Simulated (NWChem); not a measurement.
A series in which one site is exchanged, each optimised at PBE0/def2-SVP with NWChem, gas phase unless a solvent is named. Some are not confirmed as minima by frequencies. def2 effective core potentials on Zr; no spin-orbit coupling.

A: FC(Cl)(Cl)Cl (CCl3F; site = C)
B: [Zr]([F])([Cl])([Cl])[Cl] (ZrCl3F; site = Zr)
C: [F][Ge]([Cl])([Cl])[Cl] (GeCl3F; site = Ge)
D: [Ti]([Cl])([F])([Cl])[Cl] (TiCl3F; site = Ti)

**Question.** Rank them by dipole (D), PBE0/def2-SVP, lowest first.

**Answer.** B (0.02), D (0.13), A (0.30), C (0.90)
